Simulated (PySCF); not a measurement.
Species: `N#CCC1=C[C@@H]2C=C[C@H]1C2`. The columns A, B, C and D hold Mulliken, IAO, Hirshfeld and ESP-fitted charges (e) of one PBE0/pcSseg-1 density (PySCF), in a shuffled order. Coordinates in Å (PBE0-D3(BJ)/def2-SVP); the density's dipole moment is (-2.85, -1.91, -2.14) D.

| atom | x | y | z | A | B | C | D |
| --- | --- | --- | --- | --- | --- | --- | --- |
| N1 | 3.661 | 0.962 | 0.687 | -0.472 | -0.230 | -0.249 | -0.255 |
| C2 | 2.950 | 0.359 | 0.001 | +0.423 | +0.084 | +0.139 | +0.057 |
| C3 | 2.025 | -0.377 | -0.859 | -0.541 | -0.037 | -0.294 | -0.074 |
| C4 | 0.626 | -0.378 | -0.332 | +0.190 | +0.003 | -0.001 | -0.196 |
| C5 | -0.214 | -1.408 | -0.178 | -0.366 | -0.052 | -0.168 | +0.024 |
| C6 | -1.561 | -0.821 | 0.256 | +0.238 | -0.025 | -0.127 | -0.292 |
| C7 | -2.088 | 0.023 | -0.913 | -0.258 | -0.052 | -0.161 | -0.033 |
| C8 | -1.249 | 1.053 | -1.063 | -0.304 | -0.055 | -0.167 | -0.035 |
| C9 | -0.161 | 0.897 | 0.007 | +0.181 | -0.028 | -0.133 | -0.265 |
| C10 | -1.033 | 0.328 | 1.150 | -0.438 | -0.061 | -0.220 | +0.001 |
| H11 | 2.054 | 0.097 | -1.858 | +0.210 | +0.069 | +0.182 | +0.181 |
| H12 | 2.397 | -1.406 | -0.984 | +0.218 | +0.071 | +0.184 | +0.170 |
| H13 | -0.025 | -2.462 | -0.386 | +0.176 | +0.052 | +0.151 | +0.078 |
| H14 | -2.273 | -1.529 | 0.698 | +0.052 | +0.044 | +0.140 | +0.103 |
| H15 | -2.958 | -0.229 | -1.521 | +0.166 | +0.051 | +0.153 | +0.094 |
| H16 | -1.275 | 1.839 | -1.818 | +0.174 | +0.051 | +0.154 | +0.095 |
| H17 | 0.449 | 1.785 | 0.219 | +0.070 | +0.042 | +0.143 | +0.103 |
| H18 | -1.821 | 1.021 | 1.478 | +0.153 | +0.036 | +0.136 | +0.118 |
| H19 | -0.444 | -0.025 | 2.009 | +0.130 | +0.036 | +0.137 | +0.127 |

Which column most likely holds the ESP-fitted charges?

A. Σ q r misses the density's dipole by 0.01 D (A), 0.64 D (D), 0.93 D (C), 1.12 D (B). Charges fitted to the outside potential are the only set here that is tied to the molecule's multipoles.

And the Hirshfeld charges?

B. The mean sizes are 0.057 e (B), 0.121 e (D), 0.160 e (C), 0.251 e (A), and Hirshfeld charges are commonly the smallest of these schemes.

As computed, A = ESP-fitted, B = Hirshfeld, C = IAO, D = Mulliken. Hydrogens on carbon: ESP-fitted +0.05 to +0.22, Hirshfeld +0.04 to +0.07, IAO +0.14 to +0.18, Mulliken +0.08 to +0.18 e.

The ESP scheme is a least-squares fit of atom-centred charges to the potential on four shells outside the van der Waals surface, with the total charge fixed. The Mulliken scheme counts on each atom the diagonal of the density matrix times the overlap matrix over that atom's basis functions.

Isolated species at its PBE0-D3(BJ)/def2-SVP geometry (one conformer only).

The run behind these numbers computed NMR shieldings as well. Time: 44 s. Hardware: x86-64 server, one thread, on a shared host.
